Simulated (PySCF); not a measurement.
## Excitation energy of Nb by level of theory

Nb [Kr] 4d4 5s1 (6D) → Nb [Kr] 4d3 5s1 5p1 (high-spin determinant), as a difference of total energies. Computed with PySCF 2.14 in def2-TZVPPD with the def2 core potential (28 electrons) (6s4p3d2f1g, 56 functions), with a scalar-relativistic core potential. Correlated levels: valence: 4s2 4p6 frozen. The calculations carry no spin-orbit coupling.

```csv
method,excitation energy (eV)
UHF,1.518
MP2 (valence),2.016
SCS-MP2 (valence),1.684
CCSD (valence),2.017
CCSD(T) (valence),2.028
```

Q: How much does correlation contribute at CCSD(T) (valence)?

A: 2.028 − (1.518) = 0.510 eV, measured against UHF.

The determinant of the upper state mixes LS terms, which raises its energy above the lowest term, most at the Hartree-Fock and MP2 levels.
